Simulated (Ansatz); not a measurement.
Reaction (cleavage of the Si–Al bond): `C[BH][AlH][SiH2]C` + `C[SiH](S)Cl` → `C[SiH2]S[SiH](C)Cl` + `C[BH][AlH2]`

Program: Ansatz. Geometries: PBE0-D4/def2-TZVP. ΔE: electronic, gas phase. CCSD(T)/CBS is the MP2 limit (def2-TZVPP, def2-QZVPP) plus CCSD(T) − MP2 in def2-TZVPP, frozen cores. Functionals use def2-TZVPP. B3LYP here is the variant with VWN-RPA as its local correlation; programs differ in this. One conformer a species, not always the lowest.

`C[BH][AlH][SiH2]C`:

```xyz
15

C    -0.491   -1.162   -2.511
B    -1.351   -0.421   -1.442
Al   -1.322   -0.731    0.659
Si    0.357    0.366    2.099
C     1.592    1.443    1.167
H    -0.049   -2.117   -2.224
H    -0.981   -1.259   -3.484
H     0.349   -0.465   -2.685
H    -2.025    0.488   -1.865
H    -2.402   -1.668    1.374
H     1.113   -0.675    2.864
H    -0.328    1.204    3.132
H     1.080    2.248    0.634
H     2.315    1.895    1.849
H     2.144    0.854    0.431
```

`C[SiH](S)Cl`:

Cartesian coordinates in Å:
```
C -0.221 0.429 1.085
Si -0.237 0.121 -0.744
S 1.637 -0.575 -1.473
Cl -1.749 -1.224 -1.142
H 0.546 1.165 1.335
H -0.009 -0.494 1.630
H -1.194 0.803 1.413
H -0.508 1.341 -1.536
H 1.737 -1.565 -0.569
```

`C[SiH2]S[SiH](C)Cl`:

Z-matrix (Å, degrees):
```
C
Si 1 1.860
H 1 1.091 2 110.4
H 1 1.092 2 110.5 3 -120.0
H 1 1.094 2 110.2 3 120.1
S 2 2.152 1 111.4 3 62.5
H 2 1.485 1 111.0 3 179.3
H 2 1.487 1 111.2 3 -59.5
Si 6 2.123 2 100.6 1 -94.0
C 9 1.854 6 113.5 2 -70.4
Cl 9 2.069 6 111.2 2 51.4
H 9 1.481 6 105.3 2 166.9
H 10 1.093 9 110.1 6 -178.4
H 10 1.091 9 111.0 6 61.4
H 10 1.093 9 109.6 6 -58.7
```

`C[BH][AlH2]`:

```xyz
9

C     0.561    0.774   -1.096
B    -0.509    0.364   -0.040
Al   -0.319   -1.135    1.459
H     1.596    0.495   -0.895
H     0.511    1.822   -1.403
H     0.251    0.200   -1.989
H    -1.574    0.922   -0.142
H    -0.650   -2.669    1.160
H     0.133   -0.773    2.946
```

```csv
level,ΔE (kJ/mol),difference from CCSD(T)/CBS
PBE-D4,-55.9,13.6
r2SCAN-D4,-64.4,5.1
PBE0-D4,-61.4,8.1
B3LYP-D4,-68.9,0.6
ωB97X-V,-68.3,1.2
ωB97M-V,-74.3,-4.8
B2PLYP,-64.6,4.9
PBE,-47.7,21.8
r2SCAN,-62.4,7.1
PBE0,-54.1,15.4
B3LYP,-55.6,13.9
HF/def2-TZVPP,-68.2,1.3
MP2/def2-TZVPP,-78.0,-8.5
SCS-MP2/def2-TZVPP,-73.9,-4.4
CCSD/def2-TZVPP,-63.3,6.2
CCSD(T)/def2-TZVPP,-64.3,5.2
HF/def2-QZVPP,-68.6,0.9
MP2/def2-QZVPP,-81.1,-11.6
SCS-MP2/def2-QZVPP,-76.9,-7.4
HF/CBS(def2),-68.7,0.8
MP2/CBS(def2),-83.2,-13.7
CCSD/CBS(def2),-68.5,1.0
CCSD(T)/CBS,-69.5,0
```

Largest T1 diagnostic among the species: 0.012.

From PBE to PBE0 (25 % exact exchange), in def2-TZVPP and without D4, ΔE moves by −6.4 kJ/mol. The D4 term adds −13.3 kJ/mol with B3LYP and −7.2 kJ/mol with PBE0; it sums over pairs of atoms, weighted by their polarisabilities, and B3LYP, whose exchange is more repulsive, gets the larger term.
